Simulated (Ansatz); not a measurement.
`CCB(O)Cl`. Total charge 0; spin multiplicity 1.

```xyz
11

C    -0.847   -1.192    0.085
C    -0.286    0.188    0.409
B     1.012    0.621   -0.360
O     1.325    1.903   -0.648
Cl    2.210   -0.577   -0.866
H    -0.102   -1.969    0.264
H    -1.725   -1.418    0.695
H    -1.144   -1.263   -0.964
H    -0.028    0.231    1.478
H    -1.061    0.953    0.274
H     0.647    2.523   -0.367
```

(1) List the harmonic frequencies (cm⁻¹, unscaled) at PBE0-D4/def2-TZVP in Ansatz. (Best estimate.)

(2) Is this a minimum?

(3) Give the ideal-gas thermochemistry at 298.15 K and 1 bar (rigid rotor, harmonic oscillator; point group C1, symmetry number 1).

(4) And at 400, 500, 600, 800 and 1000 K?

Answers

(1) Computed: 23, 181, 207, 362, 368, 512, 580, 595, 750, 899, 994, 1000, 1072, 1186, 1271, 1283, 1409, 1412, 1435, 1495, 1497, 3011, 3049, 3055, 3124, 3137, 3874.

(2) Yes, all 27 modes are real.

(3) Zero-point energy 226.0 kJ/mol; H(298) − E = 245.3 kJ/mol; entropy 341.7 J/(mol·K), of which translation 165.3, rotation 112.2, vibration 64.2; G(298) − E = 143.4 kJ/mol. Modes under 100 cm⁻¹ are hindered rotations or soft bends, so the harmonic entropy is rough.

(4) 
```tsv
T (K)	H − E (kJ/mol)	S (J/mol/K)	G − E (kJ/mol)
400	256.4	373.5	107.0
500	269.3	402.2	68.2
600	283.9	428.7	26.6
800	316.9	476.2	-64.0
1000	354.0	517.4	-163.4
```
